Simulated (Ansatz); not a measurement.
Species: InCl, charge 0, singlet. InCl (SMILES [Cl][In]).
B3LYP-D3(BJ)/def2-TZVP minimum from Ansatz (an electronic-structure program):
```
In
Cl 1 2.4410
```
Charge 0, spin multiplicity 1.

Wanted: atomisation energy (electronic, to ground-state atoms), in kcal/mol. UHF or UKS for unpaired electrons; spin-orbit terms are left out. Correlated methods leave the cores frozen (noble-gas shells, and filled d and f shells in the p block). Past Kr the def2 sets carry scalar-relativistic core potentials. CBS(X,Y): correlation extrapolated as X^-3, Hartree-Fock from the larger set. A bracket is a step between two methods taken in the basis named. Where a partner has so few electrons that a lower coupled-cluster level is exact, that level stands in. Spin-orbit terms, left out, reach several kcal/mol for Br and I, and more for heavier atoms.

CCSD(T)/CBS(def2-TZVPP,def2-QZVPP) + [CCSDT(Q) - CCSD(T)]/def2-QZVPP + [CCSDTQ - CCSDT(Q)]/def2-SVP (Ansatz) gives 107.5 kcal/mol.

What does PBE/def2-TZVPD (Ansatz) give here, and how do the other levels compare?

PBE gives 108.4 kcal/mol, 0.9 kcal/mol above it. Differences of the others: PBE0/def2-TZVPD (Ansatz) -1.9; B2PLYP/def2-TZVPD (Ansatz) -2.7; CCSD(T)/CBS(def2-TZVPP,def2-QZVPP) (Ansatz) 0.1 kcal/mol.
